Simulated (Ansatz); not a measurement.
Relaxation of CuH₂S₂⁺, that is Cu(SH)2 with one electron fewer with UKS PBE0-D4/def2-TZVP.

```sh
$ ansatz run in.yaml --threads 4 --pin off --events-out ev --progress --plain --max-ram 3916MiB
```

```yaml
crystal:
  periodic: [false, false, false]
  atoms:
    - {symbol: Cu, position_ang: [0.002208, -0.005284, 0.000078]}
    - {symbol: S, position_ang: [-0.071062, 0.017152, 2.114124]}
    - {symbol: H, position_ang: [1.168873, 0.515471, 2.277491]}
    - {symbol: S, position_ang: [0.072836, -0.021819, -2.114113]}
    - {symbol: H, position_ang: [-1.172855, -0.505520, -2.277580]}
basis:
  gaussian: {orbitals: def2-TZVP}
total_charge: 1
magnetization: {spin_polarized: true, initial_magnetization: 2}
hamiltonian: {xc: pbe0, dispersion: d4}
scf: {lower_state_search: "off"}
output: {orbitals: {seedname: orbitals}}
relax: {f_tol: 0.02, max_steps: 100}
```

Hardware: 4 threads of Arm Neoverse V1 on a shared host. Wall time 36 s.

Positions (Å) and forces (eV/Å) at steps 1, 2, 3, 4, 7, 8, 9, 10, 11, 13, 14 of 14:

```xyz
5
step=1 energy=-66323.0460 eV
Cu    0.002   -0.005    0.000    0.001   -0.004    0.000
S    -0.071    0.017    2.114   -0.173   -0.049    0.859
H     1.169    0.515    2.277    0.184    0.077    0.100
S     0.073   -0.022   -2.114    0.174    0.048   -0.859
H    -1.173   -0.506   -2.278   -0.186   -0.073   -0.100
5
step=2 energy=-66323.1124 eV
Cu    0.003   -0.008    0.000    0.000    0.000    0.000
S    -0.044    0.027    2.162   -0.042   -0.010    0.369
H     1.193    0.531    2.378    0.022    0.010   -0.017
S     0.047   -0.036   -2.162    0.043    0.007   -0.369
H    -1.199   -0.514   -2.379   -0.024   -0.007    0.017
5
step=3 energy=-66323.1251 eV
Cu    0.004   -0.011    0.000    0.000    0.000    0.000
S    -0.045    0.023    2.193    0.021    0.008    0.052
H     1.194    0.537    2.379   -0.019   -0.006    0.004
S     0.051   -0.038   -2.193   -0.020   -0.011   -0.052
H    -1.204   -0.511   -2.379    0.018    0.009   -0.004
5
step=4 energy=-66323.1255 eV
Cu    0.005   -0.013    0.000    0.000    0.001    0.000
S    -0.041    0.021    2.199    0.012    0.002    0.005
H     1.194    0.542    2.388   -0.013   -0.003   -0.003
S     0.050   -0.042   -2.198   -0.010   -0.007   -0.005
H    -1.207   -0.508   -2.389    0.011    0.007    0.003
5
step=7 energy=-66323.1271 eV
Cu    0.022   -0.055    0.001   -0.001    0.003    0.000
S    -0.021   -0.022    2.201    0.045    0.008   -0.010
H     1.165    0.605    2.386   -0.045   -0.010   -0.008
S     0.064   -0.087   -2.199   -0.039   -0.024    0.010
H    -1.230   -0.441   -2.389    0.040    0.023    0.007
5
step=8 energy=-66323.0782 eV rejected
Cu    0.066   -0.168    0.004   -0.001    0.004    0.000
S     0.035   -0.143    2.213    0.870    0.727   -0.018
H     1.081    0.781    2.371   -0.862   -0.729   -0.121
S     0.105   -0.215   -2.204   -1.132   -0.058    0.002
H    -1.287   -0.255   -2.383    1.126    0.056    0.136
5
step=9 energy=-66323.1326 eV
Cu    0.040   -0.102    0.002   -0.001    0.003    0.000
S     0.013   -0.084    2.200    0.106    0.044   -0.001
H     1.116    0.688    2.370   -0.102   -0.044   -0.008
S     0.082   -0.156   -2.194   -0.108   -0.040    0.001
H    -1.250   -0.347   -2.378    0.104    0.038    0.008
5
step=10 energy=-66323.1362 eV
Cu    0.058   -0.149    0.003    0.000    0.001    0.000
S     0.055   -0.143    2.199    0.296    0.228    0.014
H     1.062    0.769    2.360   -0.292   -0.227   -0.038
S     0.091   -0.228   -2.191   -0.372   -0.035   -0.019
H    -1.266   -0.250   -2.372    0.368    0.033    0.042
5
step=11 energy=-66323.1561 eV
Cu    0.074   -0.187    0.005    0.004   -0.017    0.004
S     0.160   -0.224    2.195    0.077    0.085   -0.024
H     0.950    0.869    2.351   -0.080   -0.076   -0.012
S     0.068   -0.358   -2.180   -0.110    0.009    0.013
H    -1.252   -0.101   -2.370    0.109    0.000    0.018
5
step=13 energy=-66323.1581 eV
Cu    0.076   -0.193    0.007   -0.002   -0.013   -0.029
S     0.181   -0.233    2.189   -0.008   -0.034    0.019
H     0.930    0.881    2.350    0.005    0.040   -0.002
S     0.058   -0.378   -2.174    0.033   -0.018    0.003
H    -1.245   -0.078   -2.373   -0.028    0.026    0.009
5
step=14 energy=-66323.1609 eV
Cu    0.087   -0.222    0.005    0.005   -0.013    0.000
S     0.215   -0.251    2.188   -0.001   -0.008    0.003
H     0.887    0.913    2.344   -0.006    0.012   -0.010
S     0.046   -0.416   -2.173    0.006   -0.005   -0.003
H    -1.235   -0.025   -2.364   -0.004    0.013    0.009
```
